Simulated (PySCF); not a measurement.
# Structure from 2D NMR

Compound of formula C₃H₁₃OPSi₂. Correlations simulated from computed shifts and the bond graph:

HSQC (one-bond C–H):
| δH | δC |
| --- | --- |
| 0.99 | 16.2 |
| 0.88 | 15.5 |
| 0.68 | 11.4 |

COSY cross peaks (H two or three bonds apart, from the bond graph; peaks can be absent where the dihedral angle is near 90°):
| δH | δH |
| --- | --- |
| 4.64 | 1.55 |
| 4.64 | 0.68 |
| 0.99 | 0.68 |
| 0.88 | 0.68 |

HMBC (two and three bonds, from the bond graph):
| δH | δC |
| --- | --- |
| 4.64 | 16.2, 15.5, 11.4 |
| 1.55 | 11.4 |
| 0.99 | 15.5, 11.4 |
| 0.88 | 16.2, 11.4 |
| 0.68 | 16.2, 15.5 |

[PySCF: GIAO HF/pcSseg-1 shieldings; coordinates at the PBE0-D3(BJ)/def2-SVP level; equivalent nuclei averaged; non-relativistic; single conformer; in vacuum]

Chemical shifts δ = σref − σ; TMS for ¹H (σref 31.69) and ¹³C (σref 190.85), all at this level.

Exchangeable hydrogens are left out of these lists.

Assemble the structure.

Results:

SMILES C(C)(C)[Si@@H](P)O[SiH3].

Mapped SMILES: `[CH3:1][CH:2]([CH3:3])[Si@@H:4]([PH2:5])[O:6][SiH3:7]`; H(Xn) means a hydrogen on atom n.

- δC 16.2 is C1, a methyl carbon (δH 0.99).
- δC 15.5 is C3, a methyl carbon (δH 0.88).
- δC 11.4 is C2, an sp3 CH bonded to Si (δH 0.68).
- COSY links 4.64–1.55, 4.64–0.68, 0.99–0.68, 0.88–0.68.

The shifts were computed for this structure.

Shifts are as computed. Against solution values, carbons near 30 ppm lie about -0 ppm off and those near 130 ppm about +7 ppm. Of 1211 compounds with measured shifts, 218 miss one by over three times the rms of a fit or turn the order of signals round; such compounds aren't used in these exercises.
